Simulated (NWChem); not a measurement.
System: BeGeH$_{4}$; SMILES [BeH][GeH3]

All runs: NWChem. All runs use the structure optimised with PBE0/def2-SVP. Vertical excitations in the gas phase; the lowest state need not have the same character in each row.

| level | lowest excitation, singlet (eV) | oscillator strength of that lowest state | lowest triplet (eV) | orbital gap (eV) |
|---|---|---|---|---|
| PBE/def2-SVP, TDA | 4.87 | 0.013 | 4.09 | 4.61 |
| B3LYP/def2-SVP, TDA | 5.08 | 0.017 | 4.33 | 6.14 |
| BHandHLYP/def2-SVP, TDA | 5.36 | 0.021 | 4.53 | 8.38 |
| CAM-B3LYP/def2-SVP, TDA | 5.21 | 0.016 | 4.44 | 8.83 |
